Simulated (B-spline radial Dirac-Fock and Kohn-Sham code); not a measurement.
Relativistic shifts of the levels of V⁷⁺

System: vanadium as V⁷⁺, [Ne] 3s2 3p4.

Both columns are ΔSCF binding energies of the configuration average from a radial finite-basis atomic code: non-relativistic Hartree-Fock with a point nucleus, and Dirac-Fock with a finite nucleus and the Coulomb interaction alone, averaged over the two j levels with weights 2j+1.

```tsv
shell	Hartree-Fock (eV)	Dirac-Fock (eV)	shift (eV)	shift (%)
1s	5599.4	5638.4	+38.95	+0.70
2s	784.9	792.6	+7.76	+0.99
3s	205.0	206.4	+1.40	+0.68
3p	174.8	175.1	+0.24	+0.14
```

Relativity binds 1s, 2s, 3s, 3p more strongly, among those listed most of all 2s in relative terms.

Values without a named source are computed, but for edge energies of neutral atoms, which are taken from tables.
